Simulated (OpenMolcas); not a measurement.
**Br⁴⁺: effect of correlating more closed shells**

```yaml
Program: OpenMolcas
Basis: ANO-RCC [9s8p6d4f2g]
Scalar_Hamiltonian: DKH2, point nucleus
Active_space: 3 electrons in 9 orbitals (RAS2 4s 4p; RAS3 4d, at most 2 electrons)
State_averaging: 2S+1 = 4 odd, 1 root; 2S+1 = 2 odd, 11 roots; 2S+1 = 4 even, 3 roots; 2S+1 = 2 even, 9 roots
Spin-orbit_coupling: state interaction with AMFI integrals over the reference wave functions, term energies averaged over their components
```

Methods on the same reference wave functions:
A. RASSCF
B. MS-RASPT2, IPEA 0.25 Eh, imaginary shift 0.1 Eh (closed shells correlated: 3d)
C. MS-RASPT2, IPEA 0.25 Eh, imaginary shift 0.1 Eh (closed shells correlated: 3s 3p 3d)

Energies in cm⁻¹ above 4s² 4p ²P°_1/2, the measured ground level; measured values from Moore, Atomic Energy Levels, vol. II, NSRDS-NBS 35 (1971 reprint of NBS Circular 467, 1952).

```json
{"Level": "4s² 4p ²P°_1/2", "A": "0.0", "B": "0.0", "C": "0.0", "Measured": "0.0"}
{"Level": "4s² 4p ²P°_3/2", "A": "5427", "B": "5450", "C": "5450", "Measured": "6090"}
{"Level": "4s 4p² ⁴P_1/2", "A": "88193", "B": "91580", "C": "91910", "Measured": ""}
{"Level": "4s 4p² ⁴P_3/2", "A": "90317", "B": "93730", "C": "94060", "Measured": ""}
{"Level": "4s 4p² ⁴P_5/2", "A": "93290", "B": "96680", "C": "97010", "Measured": ""}
{"Level": "4s 4p² ²D_3/2", "A": "121048", "B": "121580", "C": "121630", "Measured": "122941"}
{"Level": "4s 4p² ²D_5/2", "A": "121488", "B": "122060", "C": "122110", "Measured": "123628"}
{"Level": "4s 4p² ²S_1/2", "A": "151445", "B": "149330", "C": "149200", "Measured": ""}
{"Level": "4s 4p² ²P_1/2", "A": "161907", "B": "158550", "C": "158410", "Measured": "158158"}
{"Level": "4s 4p² ²P_3/2", "A": "164796", "B": "161320", "C": "161180", "Measured": "161011"}
```

Deviations, from unrounded energies. A percentage is the sum of absolute deviations over the sum of measured energies, with the sign that they share, or ± where signs differ.

| Against measurement | Levels | A | B | C |
| --- | --- | --- | --- | --- |
| mean absolute deviation (cm-1) | 5 | 2400 | 850 | 780 |
| fine structure of the ground term (%) | 1 | -10.9 | -10.6 | -10.5 |
| other configurations (%) | 4 | ±2.0 | ±0.6 | ±0.6 |

C lies closest to measurement on these levels and A furthest from it. The largest miss of C in the table is 4s 4p² ²D_5/2, by -1500 cm-1. The ranking rests on the paired levels alone, and a cruder setting can come out closer through cancelling errors.

Between B and C the level of the table that moves most is 4s 4p² ⁴P_3/2, by 320 cm-1 (lowest in B, highest in C). Moves below CASPT2's spread within the term are not significant.

The lowest spin-free term lies below A's lowest term by 0.228 hartree in B, 0.441 hartree in C.

What an inner shell adds also hangs on whether the basis holds functions to correlate it.

Active for correlation alone: 4d; no level in the range computed is led by a configuration that fills it, so any true level of that kind is missing. Measured partners are found by configuration, term and J. A level has none where our copy of the source lacks it or the pairing is in doubt (some pairs that miss far off the trend of their configuration count as doubtful), and it then counts in no deviation. Only configurations of the active space appear. The table leaves out levels that lie high or whose names do not pair safely across all columns.

° marks odd parity.
